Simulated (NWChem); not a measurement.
System: BeSiH3F; SMILES [F][Be][SiH3]

NWChem input:

```
start job
memory heap 200 mb stack 900 mb global 1100 mb
geometry units angstroms noautosym nocenter noautoz
  Be     0.000882     0.821002     0.000001
  F      0.001056     2.213735    -0.000009
  Si     0.000299    -1.345833     0.000006
  H      0.702883    -1.894160    -1.204401
  H     -1.394410    -1.893218    -0.006494
  H      0.691630    -1.894161     1.210906
end
basis spherical
  * library 6-31+g*
end
dft
  xc xpbe96 cpbe96
  iterations 150
end
tddft
  cis
  nroots 6
end
task tddft energy
```

Parts of the log:

```
             Northwest Computational Chemistry Package (NWChem) 7.3.0
             --------------------------------------------------------

                             Geometry "geometry" -> ""
                             -------------------------

 Output coordinates in angstroms (scale by  1.889725989 to convert to a.u.)

  No.       Tag          Charge          X              Y              Z
 ---- ---------------- ---------- -------------- -------------- --------------
    1 Be                   4.0000     0.00088200     0.82100200     0.00000100
    2 F                    9.0000     0.00105600     2.21373500    -0.00000900
    3 Si                  14.0000     0.00029900    -1.34583300     0.00000600
    4 H                    1.0000     0.70288300    -1.89416000    -1.20440100
    5 H                    1.0000    -1.39441000    -1.89321800    -0.00649400
    6 H                    1.0000     0.69163000    -1.89416100     1.21090600

 Effective nuclear repulsion energy (a.u.)      66.9516254416

  pbe96 is a nonlocal functional; adding pw91lda local functional.

                                 NWChem DFT Module
                                 -----------------

 Summary of "ao basis" -> "ao basis" (spherical)
 ------------------------------------------------------------------------------
       Tag                 Description            Shells   Functions and Types
 ---------------- ------------------------------  ------  ---------------------
 Be                         6-31+g*                  8       18   4s3p1d
 F                          6-31+g*                  8       18   4s3p1d
 Si                         6-31+g*                 10       22   5s4p1d
 H                          6-31+g*                  2        2   2s

            General Information
            -------------------
          SCF calculation type: DFT
          Wavefunction type:  closed shell.
          No. of atoms     :     6
          No. of electrons :    30
           Alpha electrons :    15
            Beta electrons :    15
          Charge           :     0
          Spin multiplicity:     1
          Use of symmetry is: off; symmetry adaption is: off
          Maximum number of iterations: 150
          AO basis - number of functions:    64
                     number of shells:    32
          Convergence on energy requested:  1.00D-06
          Convergence on density requested:  1.00D-05
          Convergence on gradient requested:  5.00D-04

              XC Information
              --------------
          PerdewBurkeErnzerhof Exchange Functional  1.000
            Perdew 1991 LDA Correlation Functional  1.000 local
           PerdewBurkeErnz. Correlation Functional  1.000 non-local

             Grid Information
             ----------------
          Grid used for XC integration:  medium
          Radial quadrature: Mura-Knowles
          Angular quadrature: Lebedev.
          Tag              B.-S. Rad. Rad. Pts. Rad. Cut. Ang. Pts.
          ---              ---------- --------- --------- ---------
          Be                  1.05       49          13.0       434
          F                   0.50       49          13.0       434
          Si                  1.10       88          14.0       590
          H                   0.35       45          12.0       434
          Grid pruning is: on
          Number of quadrature shells:   321
          Spatial weights used:  Erf1

      Superposition of Atomic Density Guess
      -------------------------------------

 Sum of atomic energies:        -404.26032790

      Non-variational initial energy
      ------------------------------

 Total energy =    -404.732119
 1-e energy   =    -692.750800
 2-e energy   =     221.067055
 HOMO         =      -0.371868
 LUMO         =      -0.003721

[...]

                                NWChem TDDFT Module
                                -------------------

            General Information
            -------------------
           No. of orbitals :     128
            Alpha orbitals :      64
             Beta orbitals :      64
        Alpha frozen cores :       0
         Beta frozen cores :       0
     Alpha frozen virtuals :       0
      Beta frozen virtuals :       0
         Spin multiplicity :       1
    Number of AO functions :      64
        Use of symmetry is : off
      Symmetry adaption is : off
         Schwarz screening :  0.10D-07

              XC Information
              --------------
   PerdewBurkeErnzerhof Exchange Functional   1.00
     Perdew 1991 LDA Correlation Functional   1.00 local
    PerdewBurkeErnz. Correlation Functional   1.00 non-local

             TDDFT Information
             -----------------
          Calculation type : Tamm-Dancoff TDDFT
         Wavefunction type : Restricted singlets & triplets
          No. of electrons :      30
           Alpha electrons :      15
            Beta electrons :      15
              No. of roots :       6
          Max subspacesize :    5200
            Max iterations :     100
               Target root :       1
           Target symmetry : none
      Symmetry restriction : off
                 Algorithm : Optimal
        Davidson threshold :  0.10D-03

    6 smallest eigenvalue differences (eV)
--------------------------------------------------------
  No. Spin  Occ  Vir  Irrep   E(Occ)    E(Vir)   E(Diff)
--------------------------------------------------------
    1    1   15   16 a        -0.267    -0.058     5.696
    2    1   15   17 a        -0.267    -0.058     5.696
    3    1   15   18 a        -0.267    -0.036     6.277
    4    1   14   16 a        -0.313    -0.058     6.949
    5    1   13   16 a        -0.313    -0.058     6.949
    6    1   14   17 a        -0.313    -0.058     6.950
--------------------------------------------------------

  Entering Davidson iterations
  Restricted singlet excited states

  Iter   NTrls   NConv    DeltaV     DeltaE      Time
  ----  ------  ------  ---------  ---------  ---------
    1      6       0     0.89E-01   0.10+100        1.9
    2     12       0     0.38E-01   0.30E-01        1.8
    3     18       0     0.14E-01   0.49E-02        1.8
    4     24       1     0.79E-03   0.52E-03        1.8
    5     29       6     0.88E-04   0.11E-05        1.7
  ----  ------  ------  ---------  ---------  ---------
  Convergence criterion met

  Ground state a        -405.652846331406 a.u.

  ----------------------------------------------------------------------------
  Root   1 singlet a              0.235357160 a.u.                6.4044 eV
  ----------------------------------------------------------------------------
     Transition Moments    X  0.00542   Y  0.00002   Z  0.84279
     Dipole Oscillator Strength                    0.1114535634
     Electric Quadrupole                           0.0000000609
     Magnetic Dipole                               0.0000000065
     Total Oscillator Strength                     0.1114536308

     Occ.    9  a   ---  Virt.   16  a        0.05019
     Occ.   13  a   ---  Virt.   17  a       -0.18549
     Occ.   13  a   ---  Virt.   20  a       -0.05994
     Occ.   14  a   ---  Virt.   16  a       -0.18578
     Occ.   15  a   ---  Virt.   16  a       -0.93954
     Occ.   15  a   ---  Virt.   21  a       -0.16183
  ----------------------------------------------------------------------------
  Root   2 singlet a              0.235368025 a.u.                6.4047 eV
  ----------------------------------------------------------------------------
     Transition Moments    X -0.84289   Y -0.00022   Z  0.00543
     Dipole Oscillator Strength                    0.1114837857
     Electric Quadrupole                           0.0000000607
     Magnetic Dipole                               0.0000000065
     Total Oscillator Strength                     0.1114838530

     Occ.    9  a   ---  Virt.   17  a       -0.05020
     Occ.   13  a   ---  Virt.   16  a        0.18559
     Occ.   14  a   ---  Virt.   17  a       -0.18564
     Occ.   14  a   ---  Virt.   20  a        0.05999
     Occ.   15  a   ---  Virt.   17  a        0.93953
     Occ.   15  a   ---  Virt.   22  a        0.16189
  ----------------------------------------------------------------------------
  Root   3 singlet a              0.239963719 a.u.                6.5297 eV
  ----------------------------------------------------------------------------
     Transition Moments    X -0.00034   Y -1.05062   Z  0.00001
     Dipole Oscillator Strength                    0.1765801390
     Electric Quadrupole                           0.0000001867
     Magnetic Dipole                               0.0000000000
     Total Oscillator Strength                     0.1765803257

     Occ.   13  a   ---  Virt.   16  a       -0.09144
     Occ.   14  a   ---  Virt.   17  a       -0.09135
     Occ.   15  a   ---  Virt.   18  a        0.97500
     Occ.   15  a   ---  Virt.   19  a       -0.10934
     Occ.   15  a   ---  Virt.   23  a        0.11484
  ----------------------------------------------------------------------------
  Root   4 singlet a              0.255706778 a.u.                6.9581 eV
  ----------------------------------------------------------------------------
     Transition Moments    X  0.00002   Y  0.00001   Z -0.00055
     Dipole Oscillator Strength                    0.0000000520
     Electric Quadrupole                           0.0000000000
     Magnetic Dipole                               0.0000009652
     Total Oscillator Strength                     0.0000010172

[...]
```

Level: PBE/6-31+G* (spherical d), TDA. Structure relaxed at the PBE0/def2-SVP level.
